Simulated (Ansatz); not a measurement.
Na (SMILES [Na]), doublet; BLYP/cc-pVDZ (Ansatz, a quantum-chemistry and plane-wave program).

Here is a job for Ansatz.
Ansatz 0.2 input:
```yaml
crystal:
  periodic: [false, false, false]
  atoms:
    - {symbol: Na, position_ang: [0.00000000, 0.00000000, 0.00000000]}
basis:
  gaussian:
    orbitals: cc-pVDZ
hamiltonian:
  xc: blyp
magnetization: {spin_polarized: true, initial_magnetization: 1}
```

What the program printed (banner, timings and long lists left out):

```
Functional definition: BLYP
183 factors; their error is unknown
mean field evaluation 1: about -4415.8031 eV, gradient 2.0e-1 eV
mean field evaluation 2: about -4415.8034 eV, gradient 3.2e-2 eV
mean field evaluation 4: about -4415.7695 eV, gradient 4.8e-4 eV
mean field evaluation 8: about -4415.7695 eV, gradient 1.3e-5 eV
mean field -4415.76950501 eV, -162.2765361932 hartree, gradient 1.3e-5 eV, S^2 0.750006; 0 other end points of the search recorded, 0 dependent functions left out
reference -4415.76971411 eV, -162.2765438773 hartree; 6, 5 occupied and 12, 13 virtual orbitals, 183 factors
Total energy: -4415.76971411 eV, -162.2765438773 hartree
```
